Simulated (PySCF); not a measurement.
**Simulated absorption spectrum**

Compound: C₆H₈O₂.
Atom-mapped SMILES: `[CH3:1][O:2][C:3]1=[CH:4][C:5](=[O:6])[CH2:7][CH2:8]1` (hydrogens: H9, H10, H11 on C1; H12 on C4; H13, H14 on C7; H15, H16 on C8)

Computed with TDDFT CAM-B3LYP/def2-SVPD, vertical, gas phase, core orbitals frozen in the response (PySCF). Geometry: GFN2-xTB, one conformer, isolated molecule. Torsions of this conformer, `[CH3:1][O:2][C:3]1=[CH:4][C:5](=[O:6])[CH2:7][CH2:8]1`: C1–O2–C3–C4 0°.

Computed states:

| state | E (eV) | f |
| --- | --- | --- |
| S1 | 4.36 | 0.0002 |
| S2 | 6.04 | 0.425 |
| S3 | 6.88 | 0.014 |
| S4 | 6.99 | 0.019 |
| S5 | 7.13 | 0.0001 |
| S6 | 7.55 | 0.0057 |
| S7 | 7.72 | 0.042 |
| S8 | 7.77 | 0.0010 |

Each state is given a Gaussian of 0.5 eV full width at half maximum, with ε(max) = 2.175×10⁸ f / Δν̃ (Δν̃ the width in cm⁻¹). The width is an assumption, not a result. The curve ends short of the highest state used, and states not computed would add to its high-energy end.

(1) What does the envelope look like, and where are its maxima?

(2) Coming from long wavelengths, where does ε first pass 100 L mol⁻¹ cm⁻¹?

(3) On this curve, what absorbance would a 10⁻³ mol/L sample give at 280 nm over a 1 cm path?

Answers

(1) 
(E (eV), ε (L mol⁻¹ cm⁻¹)): (3.61, 0), (3.67, 0), (3.74, 0), (3.80, 0), (3.87, 1), (3.93, 1), (4.00, 3), (4.06, 4), (4.13, 6), (4.19, 8), (4.26, 10), (4.32, 11), (4.39, 11), (4.45, 10), (4.52, 8), (4.58, 6), (4.64, 4), (4.71, 3), (4.77, 2), (4.84, 1), (4.90, 0), (4.97, 0), (5.03, 0), (5.10, 1), (5.16, 5), (5.23, 17), (5.29, 47), (5.36, 143), (5.42, 339), (5.49, 835), (5.55, 1660), (5.62, 3347), (5.68, 5598), (5.75, 9222), (5.81, 12974), (5.88, 17467), (5.94, 20670), (6.01, 22741), (6.07, 22635), (6.14, 20353), (6.20, 17044), (6.26, 13183), (6.33, 8850), (6.39, 5802), (6.46, 3285), (6.52, 1977), (6.59, 1228), (6.65, 1043), (6.72, 1134), (6.78, 1330), (6.85, 1561), (6.91, 1684), (6.98, 1689), (7.04, 1576), (7.11, 1354), (7.17, 1150)

Maxima: 285 nm (4.36 eV), ε about 11, made up of S1 (100%); 205 nm (6.04 eV), ε about 23000, made up of S2 (100%); 178 nm (6.95 eV), ε about 1700, made up of S3 (42%) and S4 (57%) (ε in L mol⁻¹ cm⁻¹; maxima over ε = 5, shares over 10%).

(2) At about 232 nm (5.34 eV), 0.98 eV above S1.

(3) 280 nm is 4.428 eV, where ε is about 10 L mol⁻¹ cm⁻¹, so A = ε c l ≈ 0.01 (Beer–Lambert, with the gas-phase spectrum and the assumed width).
